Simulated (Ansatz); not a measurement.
Harmonic frequencies (cm⁻¹) at PBE0-D4/def2-TZVP from Ansatz: 79, 124, 167, 182, 240, 257, 280, 375, 414, 496, 542, 612, 665, 732, 735, 761, 886, 945, 951, 984, 1007, 1128, 1188, 1224, 1348, 1433, 1449, 1455, 1471, 1700, 1942, 1946, 3043, 3060, 3100, 3104, 3154, 3168, 3199.

Each molecule was computed in one conformer, which needn't be the lowest.

Task: Which molecule is it?
A. `OC/C=C/[SiH3]`
B. `C=[C]([GaH2])CSC`
C. `CCC[O][AlH2]`
D. `FC/C=C/[SiH3]`

Result: B.
